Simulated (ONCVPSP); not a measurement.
# Ranking ONCV potentials for Mo

All share these settings but for the change named:

* Element: molybdenum
* Generator: ONCVPSP 4.0.1
* Type: optimised norm-conserving Vanderbilt (ONCV)
* Functional: PBE
* Relativity: scalar-relativistic
* Frozen core: [Ar] 3d10
* Valence charge: 14
* Reference configuration: 4s2 4p6 4d5 (charge +1)
* Partial waves: 4s: rc 1.65 bohr, ncon 4, nbas 7, qcut 9.3 1/bohr, 2 projectors, debl 3.8 Ha; 4p: rc 1.55 bohr, ncon 5, nbas 8, qcut 7.6 1/bohr, 2 projectors, debl 0.8 Ha; 4d: rc 2.05 bohr, ncon 4, nbas 9, qcut 7.7 1/bohr, 1 projector
* Local potential: polynomial inside 1.50 bohr (lpopt 5, dvloc0 3 Ha)
* Core correction: Teter function, fcfact 5, rcfact 1.3

In the p channel the program set the typed energies aside and used -1.664, 0.250 Ha.

Test errors are all-electron minus pseudo excitation energies from the reference, over 4s2 4p6 4d5 5s1; 4s2 4p6 4d4; 4s2 4p6 4d3; 4s1 4p6 4d5 5s1. None of these files shows a bound ghost.

The base gives 73.7 meV.

Of 6 variants that were run, those that failed, showed a ghost or another fault, or gave nearly equal values are left out.

A variant can come out equal or close to the base, since the largest error may sit in a test that the change hardly touches while other tests move.

Q: Rank these variants by their largest absolute test error, smallest first.
A. d: qcut 7.5
B. d: qcut 8.5
C. d: qcut 6.5
D. d: qcut 5.2
E. d: qcut 10

A: E (58.2 meV), B (65.9 meV), A (76.5 meV), C (95.0 meV), D (144.2 meV).
